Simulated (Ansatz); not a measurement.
Cost and result for the atomization energy of `[OH][Sn]([F])[Br]` radical (5 atoms, 4 bonds).

Cartesian coordinates in Å:
```
O 0.170 1.359 -0.440
Sn -0.573 -0.181 0.517
F 1.019 -1.047 1.175
Br -1.677 -1.696 -1.120
H 1.060 1.565 -0.132
```

Total charge 0; spin multiplicity 2. Correlated methods include outer-core shells of Br, Sn, which these sets cover unevenly. Scalar relativity is left out up to krypton. Sn: def2 effective core potential. The structure was optimised at the PBE0-D4/def2-TZVP level. It is one conformer, not always the lowest. Program: Ansatz. Hardware: A = 2 threads of an AMD EPYC 7R13 on a shared host; B = 2 threads of an AMD EPYC 7R13 on a shared host and a share of an NVIDIA H100 80 GB. Times are those of one run each, without the atoms' runs, and a repeat can differ threefold. Electronic energies, without spin–orbit coupling; frozen cores. CCSD(T)/CBS adds CCSD(T) − MP2 in def2-TZVPP to the MP2 limit, and its time is that of the two runs behind it. T1 = 0.016; ⟨S²⟩ of the reference is 0.76. With those shells the extrapolation isn't a true limit. B3LYP takes the VWN-RPA correlation (the form of Gaussian; ORCA's B3LYP/G).

CCSD(T)/CBS is a level of theory with its own doubt, some kJ/mol a heavy atom from the limit and from the frozen cores, so smaller differences don't rank the functionals.

```json
{"level": "PBE-D4/def2-TZVPP (with forces) [A]", "functions": "174", "wall time": "3.9 s", "atomization (kJ/mol)": "1549.9", "difference from CCSD(T)/CBS": "38.5", "per bond": "9.6"}
{"level": "PBE0-D4/def2-TZVPP [A]", "functions": "174", "wall time": "6 s", "atomization (kJ/mol)": "1468.0", "difference from CCSD(T)/CBS": "-43.4", "per bond": "-10.9"}
{"level": "r2SCAN-D4/def2-TZVPP (with forces) [A]", "functions": "174", "wall time": "7 s", "atomization (kJ/mol)": "1510.4", "difference from CCSD(T)/CBS": "-1.0", "per bond": "-0.3"}
{"level": "B3LYP-D4/def2-TZVPP (with forces) [A]", "functions": "174", "wall time": "7 s", "atomization (kJ/mol)": "1472.7", "difference from CCSD(T)/CBS": "-38.7", "per bond": "-9.7"}
{"level": "B2PLYP/def2-TZVPP [A]", "functions": "174", "wall time": "10 s", "atomization (kJ/mol)": "1459.8", "difference from CCSD(T)/CBS": "-51.6", "per bond": "-12.9"}
{"level": "ωB97X-V/def2-TZVPP [A]", "functions": "174", "wall time": "13 s", "atomization (kJ/mol)": "1492.1", "difference from CCSD(T)/CBS": "-19.3", "per bond": "-4.8"}
{"level": "MP2/def2-QZVPP [B]", "functions": "315", "wall time": "14 s", "atomization (kJ/mol)": "1542.3", "difference from CCSD(T)/CBS": "30.9", "per bond": "7.7"}
{"level": "ωB97M-V/def2-TZVPP (with forces) [A]", "functions": "174", "wall time": "20 s", "atomization (kJ/mol)": "1476.6", "difference from CCSD(T)/CBS": "-34.8", "per bond": "-8.7"}
{"level": "CCSD(T)/def2-TZVPP [B]", "functions": "174", "wall time": "25 s", "atomization (kJ/mol)": "1430.5", "difference from CCSD(T)/CBS": "-80.9", "per bond": "-20.2"}
{"level": "CCSD(T)/CBS(def2)", "functions": "–", "wall time": "38 s", "atomization (kJ/mol)": "1511.4", "difference from CCSD(T)/CBS": "0.0", "per bond": "0.0"}
```

In def2-TZVPP, CCSD(T) changes the Hartree–Fock value by +500.4 kJ/mol (the triples alone add +43.4 kJ/mol) and MP2 by +562.3 kJ/mol; breaking electron pairs costs correlation energy, which Hartree–Fock lacks. The D4 term adds +19.6 kJ/mol with B3LYP and +10.2 kJ/mol with PBE0; it sums over pairs of atoms, weighted by their polarisabilities, and B3LYP, whose exchange is more repulsive, gets the larger term. From PBE to PBE0 (25 % exact exchange), in def2-TZVPP and without D4, the atomization energy moves by −80.1 kJ/mol: exact exchange takes away binding that semilocal exchange gives to molecules.

Spin–orbit coupling would lower the free Sn atoms strongly, and the atomization energy with them, by more than many differences here. For some Ge, Se and Sn compounds the MP2-based and the directly extrapolated limit differ by 10 to 25 kJ/mol.
